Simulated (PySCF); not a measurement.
## selenium dioxide: adiabatic energies of losing or gaining an electron at several levels

Structure: `O=[Se]=O` (O2Se).

All levels share the PBE0-D3(BJ)/ma-def2-SVP structures and the PBE0-D3(BJ)/ma-def2-SVP thermal terms; only the single-point energies (PySCF) change. Values are adiabatic energies of losing or gaining an electron (0 K, eV).

Measured (NIST Chemistry WebBook): adiabatic electron affinity 1.82 eV.

| level | electron affinity to the radical anion | ionisation energy to the radical cation |
| --- | --- | --- |
| ωB97X-D3(BJ)/ma-def2-TZVP | 2.08 | 11.71 |
| BHandHLYP/aug-cc-pVDZ | 2.27 | 11.51 |

The widest spread is that of ionisation energy to the radical cation: 0.20 eV, from 11.51 to 11.71.

Known limits: spin-orbit coupling is left out of the energies, which matters for open shells on the heavier atoms; atoms from Ga to Kr are treated without relativity; O1 and O3 are equivalent in the parent, but the relaxed radical cation is symmetry-broken (C2v to Cs), which is often an artefact of the method; its spin populations, distances and adiabatic value belong to that structure.
